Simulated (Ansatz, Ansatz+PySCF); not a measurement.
```xyz
4

Sc    0.0000    0.0000    0.0000
F     1.6764    0.0000    0.0000
F    -0.8382    1.4518    0.0000
F    -0.8382   -1.4518    0.0000
```

RHF-MP2 on singlet ScF₃ was run in several spherical basis sets with Ansatz (development build ahead of 0.2.0). Frozen core: 8 orbitals. Caution for RHF-MP2: no unrestricted run beside it, a lower state can exist.

(1) Rank the basis sets by the total energy that they give, lowest first, with the distance from the lowest.
A. 6-31G(d)
B. def2-SVP
C. cc-pVDZ
D. def2-TZVP
E. cc-pVTZ

Results:

(1) E (0.00 eV), D (1.06 eV), C (10.13 eV), A (13.51 eV), B (21.07 eV).

Totals follow the description of the cores as much as that of the bonds, so this order isn't one of quality for chemistry.
